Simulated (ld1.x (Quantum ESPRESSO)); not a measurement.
## Configuration tests for Zr (RRKJ)

zirconium, norm-conserving RRKJ (Kleinman–Bylander form), made with ld1.x (Quantum ESPRESSO) 7.5 (revPBE, scalar-relativistic). Core [Ar] 3d10, reference 4s2 4p6 4d2 5s0 5p0 (charge +2). Waves: 4s (bound): rc 1.80 bohr; 4p (bound): rc 1.55 bohr; 4f channel at 0.45 Ry: rc 2.15 bohr; 4d (bound): rc 2.40 bohr. Local part: the d channel. Core correction: Bessel-smoothed model core inside 0.95 bohr.

Energies are relative to the spin-unpolarised reference configuration 4s2 4p6 4d2 5s0 5p0; without spin polarisation the order of configurations can differ from experiment.

```json
{"valence configuration": "4s2 4p6 4d2 5s2 5p0", "charge": "0", "ΔE all-electron (eV)": "-19.863", "error AE − PS (meV)": "+104"}
{"valence configuration": "4s2 4p6 4d1 5s0 5p0", "charge": "+3", "ΔE all-electron (eV)": "22.552", "error AE − PS (meV)": "+5.5"}
{"valence configuration": "4s2 4p6 4d2 5s0 5p2", "charge": "0", "ΔE all-electron (eV)": "-13.713", "error AE − PS (meV)": "-47"}
{"valence configuration": "4s2 4p6 4d0 5s0 5p0", "charge": "+4", "ΔE all-electron (eV)": "56.716", "error AE − PS (meV)": "+53"}
{"valence configuration": "4s2 4p6 4d1 5s2 5p1", "charge": "0", "ΔE all-electron (eV)": "-16.872", "error AE − PS (meV)": "+134"}
{"valence configuration": "4s2 4p6 4d2.5 5s1.5 5p0", "charge": "0", "ΔE all-electron (eV)": "-19.356", "error AE − PS (meV)": "+67"}
```

Question: What are ΔE and the potential's error for 4s2 4p6 4d2 5s1 5p0?

Answer: ΔE = -12.798 eV all-electron; the error (AE − PS) is +77 meV.

Levels in the configuration 4s2 4p6 4d1 5s0 5p0:

```tsv
level	all-electron (eV)	pseudo (eV)
4s	-81.514	-81.476
4p	-59.141	-59.117
4d	-28.138	-28.121
```
